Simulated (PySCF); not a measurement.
## MGa cations for M along the halogens

r²SCAN with triple-zeta basis sets in PySCF, for the lowest determinant that a PBE0 search found; no spin–orbit coupling. De refers to high-spin ground-configuration atoms (the charge goes to the atom of lower measured ionisation energy or higher electron affinity, which is not always the lowest computed limit). A positive dipole points towards Ga; it is taken about the centre of mass and depends on that origin.

| M | basis | charged atom | state (unpaired electrons) | Re (Å) | ωe (cm⁻¹) | De (eV) | μ (D) |
| --- | --- | --- | --- | --- | --- | --- | --- |
| F | def2-TZVPPD | Ga+ | doublet (σ ↑) | 1.703 | 729 | 1.92 | 3.50 |
| Br | def2-TZVPPD | Ga+ | doublet (σ ↑) | 2.229 | 310 | 1.14 | 4.16 |

Q: The row for M = Cl is missing. Estimate Re, ωe and De as the mean of the rows for F and Br, and compare with the calculation.

A: The means are 1.966 Å, 520 cm⁻¹ and 1.53 eV. r²SCAN in def2-TZVPPD gives GaCl⁺ as a doublet (σ ↑) with Re = 2.078 Å, ωe = 443 cm⁻¹, De = 1.35 eV, so the estimate is off by -11.2 pm, +17 % and +0.18 eV.

Spin–orbit coupling is left out. For an ion De counts to the pair picked by the measured ionisation energies or electron affinities, which need not be the lowest pair at this level. States were picked by a PBE0 search and need not be the measured ground states.
